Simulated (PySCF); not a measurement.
# From computed data to an observable: chemical shift, span and skew from a shielding tensor

H4MgOSSi, SMILES [SiH3][O][Mg][SH]. Atoms are numbered in the order given.

```xyz
8

Mg    -0.3787     0.3842     0.3632
S     -1.7072     1.7220     1.6802
H     -1.6371     0.8793     2.7368
O      0.6571    -0.6478    -0.6745
Si     1.6055    -1.5837    -1.6255
H      0.7830    -2.4690    -2.5136
H      2.4957    -2.4684    -0.8045
H      2.4856    -0.7494    -2.5076
```

Coordinates come from a PBE0-D3(BJ)/def2-SVP optimisation. Other conformers were not sampled.

GIAO shieldings from HF/pcSseg-1 (PySCF), non-relativistic, no solvent. The symmetric part of the tensor of Si5 has the principal values 407.7, 408.0, 516.1 ppm. The same nucleus in TMS has σ = 393.8 ppm at this level (PySCF, at its B3LYP-D3(BJ)/def2-TZVP geometry).

Question: Work out the isotropic shielding, the ²⁹Si shift against TMS, the span and the skew.

Answer: 
σ(iso) = (σ11 + σ22 + σ33)/3 = 443.9 ppm. δ = σ(ref) − σ(iso) = 393.8 − (443.9) = -50.1 ppm.
Span Ω = σ33 − σ11 = 108.4 ppm. Skew κ = 3(σ(iso) − σ22)/Ω = 0.99, an axial tensor. Tumbling in solution averages the tensor to δ; in a static solid the shielding alone would spread this spin-1/2 line over Ω.
